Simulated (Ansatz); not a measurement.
System: sum formula GeHF$_{3}$ (charge 0, singlet). 
Structure (B3LYP-D3(BJ)/def2-TZVP (Ansatz, an electronic-structure program) minimum search):
```
Ge
F 1 1.7176
F 1 1.7176 2 106.40
F 1 1.7176 2 106.40 3 -113.16
H 1 1.5172 2 112.39 4 -123.42
```
Charge 0, spin multiplicity 1.

Dipole moments at this geometry, in debye (magnitudes).

```csv
level,program,dipole (D)
PBE/def2-TZVPD,Ansatz,2.40
r2SCAN/def2-TZVPD,Ansatz,2.45
CAM-B3LYP/def2-TZVPD,Ansatz,2.61
wB97M-V/def2-TZVPD,Ansatz,2.54
CCSD(T)/aug-cc-pVDZ,Ansatz,2.54
```
